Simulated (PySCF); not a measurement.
Compound: C3H7NSi.
Bonds: C1–C2 (triple), C2–C3, C3–N4, N4–Si5. Hydrogens: H6 on C1; H7, H8 on C3; H9 on N4; H10, H11, H12 on Si5.

A linear-response calculation (PySCF, def2-SVPD basis, gas phase, vertical, core orbitals frozen in the response) gave these numbers; the functional is withheld.

Orbital energies (eV): HOMO-3 -9.44, HOMO-2 -7.91, HOMO-1 -7.64, HOMO -6.92, LUMO -0.11, LUMO+1 0.59, LUMO+2 0.66.

| state | E (eV) | f | main configurations (H = HOMO, L = LUMO) |
| --- | --- | --- | --- |
| S1 | 5.75 | 0.012 | H→L (98%) |
| S2 | 6.30 | 0.0005 | H-1→L (63%), H-1→L+3 (12%), H-1→L+1 (11%) |
| S3 | 6.49 | 0.0001 | H→L+2 (80%), H-2→L+2 (9%) |
| S4 | 6.56 | 0.014 | H→L+1 (60%), H-1→L+2 (14%), H→L+3 (10%) |
| S5 | 6.70 | 0.019 | H-2→L (34%), H→L+1 (29%), H-1→L+2 (18%) |
| S6 | 6.86 | 0.0086 | H→L+3 (59%) |

Triplets, Tamm–Dancoff:

```
state  E (eV)  λ (nm)   main configurations (H = HOMO, L = LUMO)
   T1    5.24   236.6    H→L (36%), H-1→L+2 (14%), H-2→L+3 (10%)
   T2    5.53   224.3                   H→L (54%), H-1→L+2 (22%)
   T3    5.74   216.0  H-1→L (32%), H-2→L+2 (16%), H-1→L+3 (15%)
   T4    5.84   212.3   H-1→L+2 (34%), H-2→L (18%), H-2→L+3 (9%)
```

Vertical ionisation energy by ΔSCF with the same functional: 9.10 eV. Mean static polarisability: 71.0 au.

Task: Name the functional.
A. B3LYP
B. HF
C. PBE
D. wB97X-D

Result: A. B3LYP is a global hybrid with 20% exact exchange. In this run −ε(HOMO) = 6.92 eV differs from the ΔSCF value by -2.17 eV, and S1 differs from the orbital gap of 6.81 eV by -1.06 eV. The ratio −ε(HOMO)/IP is 0.76. Small neutral molecules mostly give 0.67 to 0.83 with B3LYP, 0.5 to 0.7 with PBE, 0.89 to 0.99 with wB97X-D; Hartree–Fock can't fall below 1, since the ion's relaxation only lowers the ΔSCF value.

Method: TDDFT B3LYP/def2-SVPD, vertical, gas phase, core orbitals frozen in the response (PySCF). The structure is a single PBE0-D3(BJ)/def2-SVP conformer in the gas phase; no vibrational or solvent corrections.

The run took 78 s on one thread, Arm Neoverse V1, on a shared host.

Conformer computed: `[CH:1]#[C:2][CH2:3][NH:4][SiH3:5]`: C2–C3–N4–Si5 81°.
